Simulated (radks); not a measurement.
Values are calculated unless marked as measured or tabulated.
C, 6 electrons, occupied as [He] 2s1 2p2 3s1 (not the ground configuration). Code: a radial shooting solver on a logarithmic mesh with Libxc functionals. Model: scalar-relativistic Kohn-Sham, PBEsol, spin-polarised, spherical densities, finite nucleus; open shells are filled with parallel spins first; Fermi nuclear charge, rms radius 2.4702 fm.

Normalised radial functions P(r) = r R(r), r in bohr:

| r | 1s down | 3s up |
|---|---|---|
| 0.02497 | 0.5953 | 0.0385 |
| 0.03608 | 0.8046 | 0.0519 |
| 0.05213 | 1.0562 | 0.0678 |
| 0.07472 | 1.3239 | 0.0839 |
| 0.108 | 1.5731 | 0.0969 |
| 0.156 | 1.7196 | 0.0987 |
| 0.2236 | 1.6750 | 0.0792 |
| 0.323 | 1.3856 | 0.0275 |
| 0.4667 | 0.9096 | -0.0567 |
| 0.6743 | 0.4324 | -0.1505 |
| 0.9665 | 0.1347 | -0.1988 |
| 1.396 | 0.0214 | -0.1365 |
| 2.018 | 0.0013 | 0.0556 |
| 2.892 | 0.0000 | 0.2889 |
| 4.179 | 0.0000 | 0.4526 |
| 6.037 | 0.0000 | 0.4225 |
| 8.723 | 0.0000 | 0.2165 |
| 12.5 | 0.0000 | 0.0612 |
| 18.06 | 0.0000 | 0.0072 |

1s down: eigenvalue -279.28 eV, 0 radial nodes, <r> = 0.271 bohr, 90 % of the charge inside 0.485 bohr. 3s up: eigenvalue -2.268 eV, 2 radial nodes at r = 0.369, 1.85 bohr, <r> = 5.52 bohr, 90 % of the charge inside 8.21 bohr.
